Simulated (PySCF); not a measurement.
Species: C6H6O2.
Structure used (PBE0-D3(BJ)/def2-SVP), in Å, numbered top down from 1:
```
atom  x, y, z in Å
C1     2.439   -0.115   -0.309
C2     0.960   -0.164   -0.181
C3     0.199   -1.281   -0.043
C4    -1.216   -1.126    0.060
C5    -1.785    0.107    0.024
C6    -0.972    1.298   -0.119
O7    -1.336    2.438   -0.157
O8     0.403    1.052   -0.219
H9     2.874   -1.120   -0.250
H10    2.867    0.513    0.488
H11    2.722    0.345   -1.268
H12    0.671   -2.263   -0.014
H13   -1.846   -2.013    0.169
H14   -2.860    0.266    0.100
```

Level: CAM-B3LYP/def2-SVPD in PySCF, non-relativistic, on one gas-phase PBE0-D3(BJ)/def2-SVP geometry that isn't relaxed in the solvent. The solvent is an IEF-PCM continuum (van der Waals radii × 1.2), and excitations are vertical TDDFT with non-equilibrium linear response and a frozen core. Specific hydrogen bonds and non-electrostatic terms are outside this model.

Gas-phase singlets (H = HOMO, L = LUMO):

| state | E (eV) | λ (nm) | f | leading configurations |
| --- | --- | --- | --- | --- |
| S1 | 4.528 | 274 | 0.185 | H→L 97% |
| S2 | 5.154 | 241 | 0.000 | H-1→L 85%, H-1→L+2 12% |
| S3 | 6.326 | 196 | 0.143 | H→L+2 87%, H-2→L 11% |
| S4 | 6.350 | 195 | 0.000 | H→L+1 90% |
| S5 | 6.653 | 186 | 0.001 | H-1→L+2 63%, H-3→L 22% |

Question: How does the list change in acetone (ε = 20.49)?

Answer: 
```
state  E (eV)  λ (nm)      f  leading configurations  change by rank (eV)
   S1   4.476     277  0.243                 H→L 98%               -0.052
   S2   5.527     224  0.000  H-1→L 87%, H-1→L+1 10%               +0.373
   S3   6.244     199  0.206               H→L+1 90%               -0.082
   S4   6.465     192  0.000               H→L+2 92%               +0.115
   S5   6.893     180  0.003  H-1→L+1 46%, H-3→L 44%               +0.240
```

Question: Give the list for water (ε = 78.36), n² = 1.78.

Answer: 
```tsv
state	E (eV)	λ (nm)	f	leading configurations	change by rank (eV)
S1	4.482	277	0.241	H→L 98%	-0.046
S2	5.550	223	0.000	H-1→L 87%, H-1→L+1 10%	+0.396
S3	6.246	198	0.202	H→L+1 90%	-0.080
S4	6.466	192	0.000	H→L+2 92%	+0.116
S5	6.905	180	0.003	H-3→L 46%, H-1→L+1 45%	+0.252
```

Question: The ground-state energy changes by -0.368 eV from gas to water. By how much does the total energy of gas-phase S1 change?

Answer: E(S1) = E(S0) + excitation energy, so it changes by -0.368 − 0.046 = -0.414 eV: it is lowered more than the ground state, which is what a red shift means. This is the vertical state, with the slow part of the continuum still set for S0.

Question: How do the frontier levels move from gas to water?

Answer: 
```csv
orbital,gas (eV),solvent (eV),change (eV)
LUMO+2,1.16,1.33,+0.17
LUMO+1,1.08,1.19,+0.11
LUMO,-0.65,-0.54,+0.11
HOMO,-8.07,-8.01,+0.06
HOMO-1,-9.58,-9.95,-0.37
HOMO-2,-10.99,-10.82,+0.17
HOMO-3,-11.74,-11.69,+0.05
```

The HOMO–LUMO gap goes from 7.42 to 7.47 eV. Rows go by rank; for LUMO+1 and LUMO+2 the atom shares or the degeneracy differ between the runs, so the row needn't follow one orbital.
